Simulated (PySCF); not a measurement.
# CH9ClSi3: core ionisation energies

Species: CH9ClSi3.
Geometry (PBE0-D3(BJ)/def2-SVP, Å), atoms numbered from 1 in this order:
```xyz
14
CH9ClSi3 angstrom
Si     1.983    0.989   -0.235
Si     1.021   -1.149   -0.155
Si    -1.133   -0.920    0.741
C     -1.934    0.599   -0.071
Cl    -1.805    0.447   -1.852
H      2.052    1.554    1.150
H      1.120    1.881   -1.068
H      3.360    0.959   -0.814
H      0.964   -1.744   -1.525
H      1.842   -2.050    0.715
H     -1.986   -2.120    0.480
H     -1.068   -0.684    2.220
H     -1.424    1.529    0.222
H     -2.998    0.700    0.186
```

Computed with delta-SCF UKS SCAN, pcX-2 on the ionised atom, pcseg-1 elsewhere, spin-free X2C in PySCF. Binding energies are ΔSCF values: E(core-ionised, relaxed orbitals) − E(ground state) at a fixed geometry, referred to the vacuum level.

Task: What binding energy does each computed site have?

Result: 
```
atom(s)      environment     level  binding energy (eV)  2p1/2 (eV)  above the level's lowest (eV)  count
    Si2     SiH2 silicon  Si 2p3/2               106.25      106.87                           0.00      1
    Si1     SiH3 silicon  Si 2p3/2               106.53      107.15                          +0.28      1
    Si3     SiH2 silicon  Si 2p3/2               106.55      107.17                          +0.30      1
    Cl5   alkyl chlorine  Cl 2p3/2               205.94      207.60                           0.00      1
     C4  sp3 C–Cl carbon      C 1s               291.82           –                           0.00      1
    Si2     SiH2 silicon     Si 1s              1845.89           –                           0.00      1
    Si1     SiH3 silicon     Si 1s              1846.22           –                          +0.33      1
    Si3     SiH2 silicon     Si 1s              1846.29           –                          +0.40      1
    Cl5   alkyl chlorine     Cl 1s              2828.55           –                           0.00      1
```

Lowest listed Si 1s: Si2, bonded to 2 H and 2 Si. Highest, 0.40 eV above it: Si3, bonded to C, 2 H and Si. The widest gap between neighbouring values is 0.33 eV, between 1845.89 and 1846.22 eV. Summing the Pauling electronegativity differences to the bonded atoms, each weighted by its formal bond order, gives +0.60 for the lowest site and +1.25 for the highest; no listed site has a larger sum than the highest.

The listed Si 2p3/2 values span 0.30 eV, from Si2 (bonded to 2 H and 2 Si) to Si3 (bonded to C, 2 H and Si). The widest gap between neighbouring values is 0.28 eV, between 106.25 and 106.53 eV. Summing the Pauling electronegativity differences to the bonded atoms, each weighted by its formal bond order, gives +0.60 for the lowest site and +1.25 for the highest; no listed site has a larger sum than the highest. The values 106.53 and 106.55 eV lie too close for their order to be trusted.

Task: Which effective nuclear charge Zeff reproduces each element's mean 1s value in the hydrogen-like formula E = 13.606 eV × Zeff²?

Result: C (Z = 6): mean 291.8 eV, Zeff = 4.63, Z − Zeff = 1.37; Si (Z = 14): mean 1846.1 eV, Zeff = 11.65, Z − Zeff = 2.35; Cl (Z = 17): mean 2828.6 eV, Zeff = 14.42, Z − Zeff = 2.58. Means run over the listed sites, weighted by atom count.

Task: Which photon energy gives electrons from Cl 2p3/2 of Cl5 a kinetic energy of 100 eV, and what is their de Broglie wavelength?

Result: hν = 205.94 + 100 = 305.94 eV, recoil neglected; λ = 12.264 Å/√(E/eV) = 1.23 Å.

The 2p values aren't plain energy differences: one relaxed spin-free 2p hole is combined with a matrix within the shell (ground-state 2p orbital-energy differences and spin–orbit coupling). 2p3/2, the mean of its two sublevels, lies a third of the splitting below the shell's mean and 2p1/2 two thirds above it; the statistical areas are 2:1. 2p1/2 minus 2p3/2 (ligand field included): Si 0.62 eV, Cl 1.65 eV. One conformer (not necessarily the lowest) at the PBE0-D3(BJ)/def2-SVP geometry, without solvent, vibrations or thermal averaging.
